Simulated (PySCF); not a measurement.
**`CC(=C=O)[C@H]1C=C[Se]1`, C6H6OSe**

Molfile (atoms numbered from 1):
```
C6H6OSe
     RDKit          3D

 14 14  0  0  0  0  0  0  0  0999 V2000
   -1.9689   -0.5359    0.6715 C   0  0  0  0  0  0  0  0  0  0  0  0
   -0.8251   -0.0963   -0.2081 C   0  0  0  0  0  0  0  0  0  0  0  0
   -1.0183    0.6662   -1.2482 C   0  0  0  0  0  0  0  0  0  0  0  0
   -1.2053    1.2870   -2.2135 O   0  0  0  0  0  0  0  0  0  0  0  0
    0.5405   -0.4350    0.2208 C   0  0  1  0  0  0  0  0  0  0  0  0
    1.6826   -0.0251   -0.6549 C   0  0  0  0  0  0  0  0  0  0  0  0
    2.4057    0.7802    0.1159 C   0  0  0  0  0  0  0  0  0  0  0  0
    1.3536    0.7788    1.7099 Se  0  0  0  0  0  2  0  0  0  0  0  0
   -1.8055   -0.1559    1.6817 H   0  0  0  0  0  0  0  0  0  0  0  0
   -2.0115   -1.6236    0.7141 H   0  0  0  0  0  0  0  0  0  0  0  0
   -2.9168   -0.1584    0.2993 H   0  0  0  0  0  0  0  0  0  0  0  0
    0.6033   -1.4537    0.6069 H   0  0  0  0  0  0  0  0  0  0  0  0
    1.8409   -0.3431   -1.6713 H   0  0  0  0  0  0  0  0  0  0  0  0
    3.3242    1.3141   -0.0463 H   0  0  0  0  0  0  0  0  0  0  0  0
  1  2  1  0
  2  3  2  0
  3  4  2  0
  2  5  1  0
  5  6  1  0
  6  7  2  0
  7  8  1  0
  8  5  1  0
  1  9  1  0
  1 10  1  0
  1 11  1  0
  5 12  1  1
  6 13  1  0
  7 14  1  0
M  END
```

The calculation used GIAO BHandHLYP/pcSseg-1 magnetisability, rotational g tensor and spin-rotation constants, non-relativistic, gas phase (PySCF). Geometry: GFN2-xTB.

The calculation is non-relativistic, which matters for the atoms heavier than Zn.

(1) Give the nuclear spin-rotation constants along the inertial axes (H = +C I·J) beside the isotropic shieldings.

(2) How do the rotational constants and the g tensor change when H9, H10, H11, H12, H13, H14 are replaced by deuterium?

## Answers

(1) Rotational constants 2.4592, 0.9638, 0.7978 GHz. A star marks the isotopologue with that one atom substituted, in its own axes.
| atom | isotope | Caa (kHz) | Cbb (kHz) | Ccc (kHz) | mean (kHz) | σ (ppm) |
| --- | --- | --- | --- | --- | --- | --- |
| H9 | 1H | -0.072 | -0.070 | -0.076 | -0.072 | 30.2 |
| H10 | 1H | -0.259 | -0.089 | 0.004 | -0.115 | 30.0 |
| H11 | 1H | -0.048 | -0.087 | -0.069 | -0.068 | 30.0 |
| H12 | 1H | -0.265 | -0.046 | 0.008 | -0.101 | 27.1 |
| H13 | 1H | -0.130 | -0.004 | -0.063 | -0.065 | 26.5 |
| H14 | 1H | -0.103 | 0.042 | -0.081 | -0.048 | 24.4 |
| C1 | 13C* | 0.334 | 0.127 | 0.106 | 0.189 | 173.2 |
| C2 | 13C* | 0.398 | 0.205 | 0.108 | 0.237 | 150.1 |
| C3 | 13C* | 0.984 | 0.380 | 0.393 | 0.586 | -22.4 |
| O4 | 17O* | -0.878 | -0.285 | -0.380 | -0.514 | -66.8 |
| C5 | 13C* | 0.516 | 0.234 | 0.147 | 0.299 | 121.9 |
| C6 | 13C* | 0.667 | 0.454 | 0.171 | 0.431 | 52.4 |
| C7 | 13C* | 0.745 | 0.516 | 0.178 | 0.480 | 28.9 |
| Se8 | 77Se* | 4.953 | 2.839 | 1.789 | 3.194 | 957.0 |

For the geometry as given, no vibrational averaging.

(2) Constants 2.1056, 0.9225, 0.7468 GHz; g -0.0226, -0.0144, -0.0089, against -0.0255, -0.0153, -0.0095 before.
